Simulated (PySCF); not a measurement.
## Shieldings and the share of exact exchange

Molecule: SMILES N#C[SiH2]C#N, C2H2N2Si.

Structure with atom numbers: `[N:1]#[C:2][SiH2:3][C:4]#[N:5]`; H(Xn) means a hydrogen on atom n.

GIAO shieldings (ppm, equivalent atoms averaged) in PySCF 2.14.0 with density-fitted response routines on the PBE0-D3(BJ)/def2-SVP geometry, basis pcSseg-2, gas phase, non-relativistic:

| functional | exact exchange (%) | σ(N1/N5) | σ(Si3) |
| --- | --- | --- | --- |
| BLYP | 0 | -116.9 | 423.3 |
| BP86 | 0 | -115.3 | 431.2 |
| PBE | 0 | -116.5 | 433.0 |
| B3LYP | 20 | -120.3 | 430.9 |
| mPW1PW91 | 25 | -120.7 | 440.5 |
| BHandHLYP | 50 | -123.8 | 444.2 |
| HF | 100 | -127.2 | 472.2 |

(1) Fit each shielding as a line in the percentage of exact exchange.

(2) What does the line predict for PBE0 (25 %), and what does the run give?

## Answers

(1) σ(N1/N5) = -117.0 − 0.11 x (rms 1.0 ppm); σ(Si3) = 427.7 + 0.42 x (rms 4.1 ppm). The functionals also differ in their semilocal parts, which the line can't hold; Hartree–Fock has no correlation at all.

(2) σ(N1/N5): -119.8 predicted, -119.8 computed; σ(Si3): 438.2 predicted, 442.3 computed ppm.
